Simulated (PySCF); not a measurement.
C3H3F4, SMILES F[CH]CC(F)(F)F (connectivity only; charge and spin as stated), charge +1, multiplicity 1.

The structure is a stationary point at PBE0-D3(BJ)/def2-SVP. The multiplicity is an assumed one; no other spin state was optimised. The isomer is the one that the SMILES or the coordinates give; other isomers of the formula were not compared. The values are those of a single conformer.

Two levels are set side by side: TDA-PBE/def2-SVPD (PySCF) and TDA-PBE0/def2-SVPD (PySCF). Vertical, same geometry. The lowest singlet is HOMO−1→LUMO 97 % with PBE and HOMO→LUMO 95 % with the other functional; states are paired by order. Differences are taken from unrounded values.

```csv
quantity,TDA-PBE
lowest singlet excitation (eV),3.45
lowest triplet excitation (TDA) (eV),3.26
first bright state (f over 0.05) (eV),6.89
its oscillator strength,0.08
```

These are the TDA-PBE values. What does TDA-PBE0 give? (An estimate is asked for; the answer gives what the named calculation found.)


```csv
quantity,TDA-PBE0,TDA-PBE minus TDA-PBE0
lowest singlet excitation (eV),4.92,-1.47
lowest triplet excitation (TDA) (eV),4.47,-1.21
first bright state (f over 0.05) (eV),7.76,-0.87
its oscillator strength,0.12,-0.03
```

A lower first singlet is the usual sign of a functional without exact exchange. Differences between two approximate levels are no errors against the true value.

Rough cost on one machine, each run with all the roots and properties that it gave: TDA-PBE0 against TDA-PBE about 2 times.
